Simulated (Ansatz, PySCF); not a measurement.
Gas-phase reaction in SMILES: CCO [ethanol] + C (CH4) -> CC (C2H6) + CO (CH4O)
Structures are relaxed separately at B3LYP-D3(BJ)/def2-TZVP in Ansatz (a quantum-chemistry and plane-wave program), one conformer each, not searched for the lowest.
Geometry of the first species:
```
C
H 1 1.0973
H 1 1.0973 2 107.69
O 1 1.4270 2 110.49 3 -120.76
H 4 0.9624 1 108.87 2 59.54
C 1 1.5131 2 110.09 3 120.04
H 6 1.0909 1 110.47 2 60.81
H 6 1.0909 7 108.30 1 -121.11
H 6 1.0917 7 108.54 8 -117.66
```
Charge 0, spin multiplicity 1.

Property: bond separation energy (0 K, with B3LYP-D3(BJ) harmonic zero-point energies from PySCF), in kJ/mol. Valence correlation only, unless marked. Spin-orbit coupling is left out. Non-relativistic. Basis-set limits of correlation are two-point, X^-3; Hartree-Fock from the larger set. The bracket is a focal-point correction in the basis named.

```json
[
 {"level": "BLYP-D3(BJ)/def2-TZVPD", "program": "Ansatz + dftd3", "bond separation energy (kJ/mol)": "22.9"},
 {"level": "revPBE-D4/def2-TZVPD", "program": "Ansatz + dftd4", "bond separation energy (kJ/mol)": "23.0"},
 {"level": "TPSS/def2-TZVPD", "program": "PySCF", "bond separation energy (kJ/mol)": "20.6"},
 {"level": "r2SCAN0-D4/def2-TZVPD", "program": "Ansatz + dftd4", "bond separation energy (kJ/mol)": "25.0"},
 {"level": "HSE06/def2-TZVPD", "program": "Ansatz", "bond separation energy (kJ/mol)": "22.5"},
 {"level": "CAM-B3LYP/def2-TZVPD", "program": "Ansatz", "bond separation energy (kJ/mol)": "23.6"},
 {"level": "LC-wPBE-D3(BJ)/def2-TZVPD", "program": "Ansatz + dftd3", "bond separation energy (kJ/mol)": "23.4"},
 {"level": "B2PLYP-D3(BJ)/def2-TZVPD", "program": "Ansatz + dftd3", "bond separation energy (kJ/mol)": "24.0"},
 {"level": "B2PLYP-D4/def2-TZVPD", "program": "Ansatz + dftd4", "bond separation energy (kJ/mol)": "24.1"},
 {"level": "MP2/6-31G", "program": "Ansatz", "bond separation energy (kJ/mol)": "26.7"},
 {"level": "RI-MP2/cc-pVQZ", "program": "Ansatz", "bond separation energy (kJ/mol)": "25.7"},
 {"level": "SCS-MP2/cc-pwCVTZ", "program": "Ansatz", "bond separation energy (kJ/mol)": "24.0"},
 {"level": "CCSD/STO-3G", "program": "Ansatz", "bond separation energy (kJ/mol)": "11.5"},
 {"level": "CCSD/cc-pVTZ", "program": "Ansatz", "bond separation energy (kJ/mol)": "24.0"},
 {"level": "RI-MP2/CBS(cc-pVTZ,cc-pVQZ)+[CCSD(T)-MP2]/cc-pVTZ", "program": "Ansatz", "bond separation energy (kJ/mol)": "25.0"}
]
```
